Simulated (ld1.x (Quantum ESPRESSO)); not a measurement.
**Varying the TM potential for oxygen (O)**

Base potential:

O (Z = 8), norm-conserving Troullier–Martins (Kleinman–Bylander form), made with ld1.x (Quantum ESPRESSO) 7.5 (LDA (PZ), scalar-relativistic). Core [He], reference 2s2 2p4. Waves: 2s (bound): rc 0.90 bohr; 2p (bound): rc 2.10 bohr; 3d channel at 0.5 Ry: rc 2.00 bohr. Local part: the d channel. Core correction: a·sin(br)/r model core inside 0.80 bohr.

Cutoffs, loose and tight: the cutoffs (Ry, on a coarse ladder) from which the occupation-weighted sum of valence levels, in a spherical-Bessel basis at the reference potential, stays within 10 and 1 mRy of its value at 400 Ry. They do not see the model core or the augmentation charge, which bear on the density cutoff. Test errors are all-electron minus pseudo excitation energies from the reference, over the configurations 2s2 2p3; 2s2 2p2; 2s2 2p1; 2s1 2p5; 2s2 2p3.5; 2s1 2p4; 2s2 2p0 (two spin-polarised tests are not counted in the largest error). A dash means not determined; rows that change the core or the reference have their own tests.

| change | outcome | cutoff, loose | cutoff, tight | bound ghosts | largest test error (meV) |
| --- | --- | --- | --- | --- | --- |
| base | generated | 70 Ry | 160 Ry | none | +7411 |
| wave 3d channel at 0.5 Ry: rc 2.00 bohr becomes 3d channel at 0.5 Ry: rc 1.38 bohr | generated | 70 Ry | 160 Ry | none | +7345 |
| wave 3d channel at 0.5 Ry: rc 2.00 bohr becomes 3d channel at 0.5 Ry: rc 1.62 bohr | generated | 70 Ry | 160 Ry | none | +7369 |
| wave 3d channel at 0.5 Ry: rc 2.00 bohr becomes 3d channel at 0.5 Ry: rc 1.84 bohr | generated | 70 Ry | 160 Ry | none | +7405 |
| wave 3d channel at 0.5 Ry: rc 2.00 bohr becomes 3d channel at 0.5 Ry: rc 2.46 bohr | generated | 70 Ry | 160 Ry | none | +7542 |
| wave 3d channel at 0.5 Ry: rc 2.00 bohr becomes 3d channel at 0.5 Ry: rc 2.76 bohr | generated | 70 Ry | 160 Ry | none | +7508 |
| wave 3d channel at 0.5 Ry: rc 2.00 bohr becomes 3d channel at 0.5 Ry: rc 3.00 bohr | generated | 70 Ry | 160 Ry | none | +7475 |

Task: What comes out with this change to the base: wave 3d channel at 0.5 Ry: rc 2.00 bohr becomes 3d channel at 0.5 Ry: rc 2.20 bohr?

Result: outcome: generated; cutoff, loose: 70 Ry; cutoff, tight: 160 Ry; bound ghosts: none; largest test error (meV): +8598.

Reading the sweep of the d radius (base included, trends over the rows without a ghost): The loose cutoff stays near 70 Ry. The median size of the test errors (rows with all tests solved) stays near 139.0 meV.
